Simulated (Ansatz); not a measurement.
`CC[SiH2]C=S` at its PBE0-D4/def2-TZVP geometry, where that method's forces vanish. The species carries charge 0 and has multiplicity 1.

```tsv
atom	x (Å)	y (Å)	z (Å)
C1	1.188	-1.228	-0.297
C2	-0.321	-1.017	-0.201
Si3	-0.815	0.503	0.762
C4	-0.397	2.096	-0.158
S5	0.079	2.155	-1.698
H6	1.426	-2.140	-0.849
H7	1.644	-1.312	0.693
H8	1.669	-0.396	-0.815
H9	-0.760	-0.935	-1.201
H10	-0.801	-1.879	0.277
H11	-0.125	0.565	2.083
H12	-2.284	0.550	1.018
H13	-0.503	3.040	0.386
```

Q: For each bond, give half the difference of the two atoms' forces along it (eV/Å; positive pushes the atoms apart) under PBE-D4, r2SCAN-D4, B3LYP-D4, ωB97M-V in def2-TZVPP. (Best estimate.)

A: The calculation gave: 
```
   bond  length (Å)  PBE-D4  r2SCAN-D4  B3LYP-D4  ωB97M-V
  C1–C2       1.526    0.01       0.16      0.23     0.22
  C1–H6       1.093    0.11      -0.04     -0.08    -0.09
  C1–H7       1.093    0.10      -0.04     -0.06    -0.07
  C1–H8       1.092    0.11      -0.04     -0.08    -0.07
 C2–Si3       1.866    0.01      -0.03      0.09     0.01
  C2–H9       1.095    0.12      -0.02     -0.09    -0.09
 C2–H10       1.096    0.09      -0.03     -0.09    -0.08
 Si3–C4       1.887   -0.18      -0.09      0.00     0.12
Si3–H11       1.492    0.08      -0.01     -0.11    -0.13
Si3–H12       1.491    0.09      -0.01     -0.11    -0.15
  C4–S5       1.613    0.53       0.30      0.26    -0.09
 C4–H13       1.095    0.07      -0.04     -0.13    -0.08
```

B3LYP here is the variant with VWN-RPA as its local correlation; programs differ in this.

Results of the Gaussian-basis code of Ansatz.
